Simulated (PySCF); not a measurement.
A GIAO shielding run with PySCF 2.14.0 with density-fitted response routines (density fitting, non-relativistic, gas phase) on SMILES C(=C/[Si@H](C)O[SiH3])/[S@@](C)=O, C4H12O2SSi2:

```
$ OMP_NUM_THREADS=1 python probes_run.py task.json out

{"job": {"kind": "nmr", "xc": "PBE0", "basis": "pcSseg-1"}, "charge": 0, "multiplicity": 1}
C     -1.508635     1.345159     1.653501
Si    -1.124592     1.152193    -0.192608
C      0.617364     1.772950    -0.579994
C      1.729405     1.199507    -0.157522
S      1.692329    -0.311981     0.844592
C      2.093585    -1.387829    -0.605517
O      2.917329    -0.270442     1.652030
O     -1.187637    -0.421162    -0.612176
Si    -1.942386    -1.856342    -0.714434
H     -0.780622     0.815707     2.262446
H     -2.491653     0.950780     1.893653
H     -1.490795     2.388557     1.951799
H     -2.080268     1.859092    -1.052174
H      0.697826     2.679354    -1.168061
H      2.729023     1.576509    -0.326026
H      1.279131    -1.303830    -1.314182
H      3.032891    -1.063811    -1.040102
H      2.185052    -2.407764    -0.246834
H     -2.629878    -2.116454     0.548277
H     -2.885562    -1.778488    -1.828868
H     -0.860826    -2.804763    -0.968271
```

Hardware: 1 thread of an Arm Neoverse V2, shared host. The job also computes population analyses, field gradients.

(1) How large is the calculation?

(2) How long does it take, and how much memory does it need?

## Answers

(1) 96 electrons, 234 basis functions and 1285 auxiliary functions.

(2) 56 s of wall time, with 15 SCF cycles and 5 response iterations; peak memory 1.1 GiB. Times on a shared host scatter by some tens of per cent.
